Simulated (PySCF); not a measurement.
Cartesian coordinates in Å; atom numbers follow the order of the lines, from 1:
```xyz
22

C    -3.7163    0.2617   -0.1603
C    -2.7154   -0.5049    0.7059
C    -1.6279    0.4036    1.1763
C    -0.3762    0.3977    0.7331
Si    0.3439   -0.7654   -0.5560
C     2.0697   -0.0968   -1.0158
O     2.8232   -0.0991    0.1799
C     4.1363    0.3579    0.0103
H    -3.2172    0.6625   -1.0391
H    -4.1490    1.0890    0.3980
H    -4.5203   -0.3946   -0.4845
H    -3.2392   -0.9180    1.5720
H    -2.2888   -1.3280    0.1322
H    -1.9418    1.1328    1.9165
H     0.3094    1.1240    1.1542
H     0.4990   -2.1325   -0.0448
H    -0.4465   -0.7951   -1.7999
H     2.0291    0.9194   -1.4341
H     2.5585   -0.7275   -1.7713
H     4.1526    1.3953   -0.3510
H     4.6215    0.3049    0.9837
H     4.6848   -0.2674   -0.7070
```

How the numbers were obtained: coordinates at the GFN2-xTB level, PBE0/pcSseg-1 with gauge-including orbitals, in PySCF (no relativistic terms, averaged over atoms made equivalent by symmetry, fast rotation or ring inversion, gas phase, single conformer).

**Question.** List the cross peaks expected in HSQC, COSY and HMBC spectra.

**Answer.** 

HSQC (one-bond C–H):
```
                δH          δC
        6.90 (H14)  163.3 (C3)
        5.87 (H15)  125.3 (C4)
3.53 (H20/H21/H22)   65.8 (C8)
    3.29 (H18/H19)   64.6 (C6)
    2.12 (H12/H13)   34.1 (C2)
 1.05 (H9/H10/H11)   16.5 (C1)
```

COSY cross peaks (H two or three bonds apart, from the bond graph; peaks can be absent where the dihedral angle is near 90°):
```
            δH                 δH
    6.90 (H14)         5.87 (H15)
    6.90 (H14)     2.12 (H12/H13)
    5.87 (H15)     4.47 (H16/H17)
4.47 (H16/H17)     3.29 (H18/H19)
2.12 (H12/H13)  1.05 (H9/H10/H11)
```

HMBC (two and three bonds, from the bond graph):
```
                δH                                 δC
        6.90 (H14)   125.3 (C4), 34.1 (C2), 16.5 (C1)
        5.87 (H15)   163.3 (C3), 64.6 (C6), 34.1 (C2)
    4.47 (H16/H17)  163.3 (C3), 125.3 (C4), 64.6 (C6)
3.53 (H20/H21/H22)                          64.6 (C6)
    3.29 (H18/H19)              125.3 (C4), 65.8 (C8)
    2.12 (H12/H13)  163.3 (C3), 125.3 (C4), 16.5 (C1)
 1.05 (H9/H10/H11)              163.3 (C3), 34.1 (C2)
```

δ = σ(ref) − σ, references computed at the same level: ¹H (31.72 ppm), ¹³C (186.93 ppm) against TMS.

Short H···H contacts in this conformer between protons four or more bonds apart (candidates for NOE cross peaks, intensity ∝ r⁻⁶): H19···H22 2.42 Å, H10···H14 2.68 Å, H13···H17 2.72 Å.

Shifts are as computed. Against solution values, carbons near 30 ppm lie about +3 ppm off and those near 130 ppm about +5 ppm. Of 1309 compounds with measured shifts, 239 miss one by over three times the rms of a fit or turn the order of signals round; such compounds aren't used in these exercises.
